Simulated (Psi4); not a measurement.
C2H7O (SMILES CC[OH2+]), charge +1, singlet, geometry from GFN2-xTB; HF/STO-3G in Psi4.

Input for Psi4:
```
memory 2 GB

molecule mol {
1 1
  C     1.229002   -0.376044   -0.006615
  C     0.082470    0.601032   -0.001554
  O    -1.187187   -0.179769   -0.072140
  H    -1.974657    0.385114    0.075086
  H     0.076743    1.220246    0.897416
  H     0.082282    1.229470   -0.893188
  H     2.164696    0.175836   -0.029370
  H     1.232477   -0.994834    0.888186
  H     1.195690   -1.010221   -0.888520
  H    -1.148565   -0.917390    0.576526
}

set basis sto-3g
set reference rhf
set guess huckel

energy('scf')
print_variables()
```

### Question
What does Psi4 print? Leave out banner, timings and long lists.

### Answer

```
   => Loading Basis Set <=

    Name: STO-3G
    Role: ORBITAL
    Keyword: BASIS

         ---------------------------------------------------------
                                   SCF
               by Justin Turney, Rob Parrish, Andy Simmonett
                          and Daniel G. A. Smith
                              RHF Reference
         ---------------------------------------------------------

  ==> Geometry <==

    Molecular point group: c1
    Full point group: C1

    Geometry (in Angstrom), charge = 1, multiplicity = 1:

       Center              X                  Y                   Z               Mass
    ------------   -----------------  -----------------  -----------------  -----------------
         C            1.263218598320    -0.374202915088     0.006580955347    12.000000000000
         C            0.116686598320     0.602873084912     0.011641955347    12.000000000000
         O           -1.152970401680    -0.177927915088    -0.058944044653    15.994914619570
         H           -1.940440401680     0.386955084912     0.088281955347     1.007825032230
         H            0.110959598320     1.222087084912     0.910611955347     1.007825032230
         H            0.116498598320     1.231311084912    -0.879992044653     1.007825032230
         H            2.198912598320     0.177677084912    -0.016174044653     1.007825032230
         H            1.266693598320    -0.992992915088     0.901381955347     1.007825032230
         H            1.229906598320    -1.008379915088    -0.875324044653     1.007825032230
         H           -1.114348401680    -0.915548915088     0.589721955347     1.007825032230

  Running in c1 symmetry.

  Rotational constants: A =      1.05282  B =      0.29310  C =      0.25427 [cm^-1]
  Rotational constants: A =  31562.72367  B =   8787.04482  C =   7622.69541 [MHz]
  Nuclear repulsion =   89.030812685200345

  Charge       = 1
  Multiplicity = 1
  Electrons    = 26
  Nalpha       = 13
  Nbeta        = 13

  ==> Algorithm <==

  SCF Algorithm Type is DF.
  DIIS enabled.
  MOM disabled.
  Fractional occupation disabled.
  Guess Type is HUCKEL.
  Energy threshold   = 1.00e-06
  Density threshold  = 1.00e-06
  Integral threshold = 1.00e-12

  ==> Primary Basis <==

  Basis Set: STO-3G
    Blend: STO-3G
    Number of shells: 16
    Number of basis functions: 22
    Number of Cartesian functions: 22
    Spherical Harmonics?: true
    Max angular momentum: 1

   => Loading Basis Set <=

    Name: (STO-3G AUX)
    Role: JKFIT
    Keyword: DF_BASIS_SCF

  ==> Integral Setup <==

  SCF_SUBTYPE=INCORE selected. In-core MEM_DF algorithm will be used.
  Using in-core AOs.

  ==> MemDFJK: Density-Fitted J/K Matrices <==

    J tasked:                   Yes
    K tasked:                   Yes
    wK tasked:                   No
    Algorithm:                 Core
    Schwarz Cutoff:           1E-12
    Mask sparsity (%):       0.4132
    Fitting Condition:        1E-10

   => Auxiliary Basis Set <=

  Basis Set: (STO-3G AUX)
    Blend: DEF2-UNIVERSAL-JKFIT
    Number of shells: 117
    Number of basis functions: 353
    Number of Cartesian functions: 411
    Spherical Harmonics?: true
    Max angular momentum: 4

  Minimum eigenvalue in the overlap matrix is 2.0822528933E-01.
  Reciprocal condition number of the overlap matrix is 8.4491825188E-02.
    Using symmetric orthogonalization.

  ==> Pre-Iterations <==

  SCF Guess: Huckel guess via on-the-fly atomic UHF (doi:10.1021/acs.jctc.8b01089).

   -------------------------------------------------------
    Irrep   Nso     Nmo     Nalpha   Nbeta   Ndocc  Nsocc
   -------------------------------------------------------
     A         22      22      13      13      13       0
   -------------------------------------------------------
    Total      22      22      13      13      13       0
   -------------------------------------------------------

  ==> Iterations <==

                           Total Energy        Delta E     RMS |[F,P]|

   @DF-RHF iter   1:  -145.62382214504254   -1.45624e+02   9.49300e-02 DIIS/ADIIS
   @DF-RHF iter   2:  -146.12739943427113   -5.03577e-01   1.15518e-01 ADIIS
   @DF-RHF iter   3:  -152.34613150924022   -6.21873e+00   2.25545e-02 DIIS/ADIIS
   @DF-RHF iter   4:  -152.51456407386863   -1.68433e-01   3.66674e-03 DIIS/ADIIS
   @DF-RHF iter   5:  -152.51990499498342   -5.34092e-03   6.14557e-04 DIIS/ADIIS
   @DF-RHF iter   6:  -152.52006884346804   -1.63848e-04   1.22542e-04 DIIS/ADIIS
   @DF-RHF iter   7:  -152.52007577451118   -6.93104e-06   1.88101e-05 DIIS
   @DF-RHF iter   8:  -152.52007598320327   -2.08692e-07   5.96049e-06 DIIS
   @DF-RHF iter   9:  -152.52007600468073   -2.14775e-08   7.82078e-07 DIIS
  Energy and wave function converged.

  ==> Post-Iterations <==

    Orbital Energies [Eh]
    ---------------------

    Doubly Occupied:

       1A    -20.790951     2A    -11.390182     3A    -11.261431
       4A     -1.730562     5A     -1.244543     6A     -1.085247
       7A     -1.039206     8A     -0.939883     9A     -0.880435
      10A     -0.792297    11A     -0.737940    12A     -0.718821
      13A     -0.693703

    Virtual:

      14A      0.136329    15A      0.259752    16A      0.309605
      17A      0.400248    18A      0.443893    19A      0.460119
      20A      0.525889    21A      0.558408    22A      0.566021

    Final Occupation by Irrep:
              A
    DOCC [    13 ]
    NA   [    13 ]
    NB   [    13 ]

  @DF-RHF Final Energy:  -152.52007600468073

   => Energetics <=

    Nuclear Repulsion Energy =             89.0308126852003454
    One-Electron Energy =                -376.4913581722973959
    Two-Electron Energy =                 134.9404694824163471
    Total Energy =                       -152.5200760046807318

Computation Completed

Properties will be evaluated at   0.000000,   0.000000,   0.000000 [a0]

Properties computed using the SCF density matrix

 Multipole Moments:

 ------------------------------------------------------------------------------------
     Multipole            Electronic (a.u.)      Nuclear  (a.u.)        Total (a.u.)
 ------------------------------------------------------------------------------------

 L = 1.  Multiply by 2.5417464519 to convert [e a0] to [Debye]
 Dipole X            :         -3.1561249            1.7458238           -1.4103011
 Dipole Y            :          0.0574470            0.0939313            0.1513783
 Dipole Z            :         -0.0423201            0.6732958            0.6309757
 Magnitude           :                                                    1.5524158

 ------------------------------------------------------------------------------------

  Variable Map:
  ----------------------------------------------------------------------------
  "CURRENT ENERGY"           =>    -152.520076004681
  "CURRENT REFERENCE ENERGY" =>    -152.520076004681
  "DD SOLVATION ENERGY"      =>       0.000000000000
  "HF KINETIC ENERGY"        =>     150.243664076434
  "HF POTENTIAL ENERGY"      =>    -302.763740081115
  "HF TOTAL ENERGY"          =>    -152.520076004681
  "HF VIRIAL RATIO"          =>       2.015151467067
  "NUCLEAR REPULSION ENERGY" =>      89.030812685200
  "ONE-ELECTRON ENERGY"      =>    -376.491358172297
  "PCM POLARIZATION ENERGY"  =>       0.000000000000
  "PE ENERGY"                =>       0.000000000000
  "SCF ITERATION ENERGY"     =>    -152.520076004681
  "SCF ITERATIONS"           =>       9.000000000000
  "SCF TOTAL ENERGY"         =>    -152.520076004681
  "TWO-ELECTRON ENERGY"      =>     134.940469482416

  Array Variable Map:
  ----------------------------------------------------------------------------
  "CURRENT DIPOLE"           =>      -1.410301088263 ... 0.630975701084 1 by 3
  "SCF DIPOLE"               =>      -1.410301088263 ... 0.630975701084 1 by 3
  "SCF TOTAL ENERGIES"       =>    -145.623822145043 ... -152.520076004681 1 by 9
```
